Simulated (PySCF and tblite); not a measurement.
C6H9NS, numbered as in [CH3:1][CH2:2][CH2:3][c:4]1[cH:5][n:6][cH:7][s:8]1.

Search: ETKDG and KDG, MMFF94s, GFN2-xTB, 150 starts; geometries at GFN2-xTB. Energies: PBE0-D3(BJ)/pcSseg-1, with GFN2-xTB thermal terms (modes under about 100 cm⁻¹ blended into free rotors). Symmetry numbers and mirror images are counted. Conformers within 2.5 kcal/mol (GFN2-xTB free energy) were kept, 4 at most. GIAO shieldings: PBE0/pcSseg-1. Shifts are against TMS (¹H), TMS (¹³C), NH3 (¹⁵N) at the same level. Codes: tblite and PySCF.

Problem. Predict the averaged NMR shifts at 298.15 K.

Solution. ¹H: 8.24 (H7, 1H), 7.72 (H5, 1H), 2.89 (H3, 2H), 1.64 (H2, 2H), 0.91 (H1, 3H) ppm. ¹³C: 155.2 (C7), 151.8 (C4), 144.2 (C5), 33.2 (C3), 32.0 (C2), 15.1 (C1) ppm. ¹⁵N: 363.4 (N6) ppm.

Problem. How do the conformers differ?

Solution. Torsions listed: C1–C2–C3–C4, C2–C3–C4–S8. Of a mirror pair one member is shown.
```
conformer       shape  weight %
        1    64°, 67°      58.6
        2  180°, -69°      27.9
        3  -63°, 102°      13.5
```

```csv
signal,1,2,3,average
H1,0.80,1.16,0.86,0.91
H2,1.65,1.65,1.61,1.64
H3,2.94,2.79,2.93,2.89
H5,7.71,7.70,7.77,7.72
H7,8.28,8.20,8.13,8.24
C1,14.1,17.2,14.9,15.1
C2,30.7,35.3,30.7,32.0
C3,33.0,34.7,30.8,33.2
C4,151.6,152.7,150.5,151.8
C5,145.1,142.6,143.4,144.2
C7,155.8,155.0,153.4,155.2
N6,362.9,363.2,366.5,363.4
```

Unscaled ¹⁵N shifts at such levels can be off by tens of ppm; differences between conformers or isomers are more reliable. Shifts are unscaled: against experiment ¹³C can be off by 15 ppm or more and ¹H by 0.8 ppm.


¹⁵N shifts are against a computed isolated NH3 molecule, about 20 ppm from the liquid.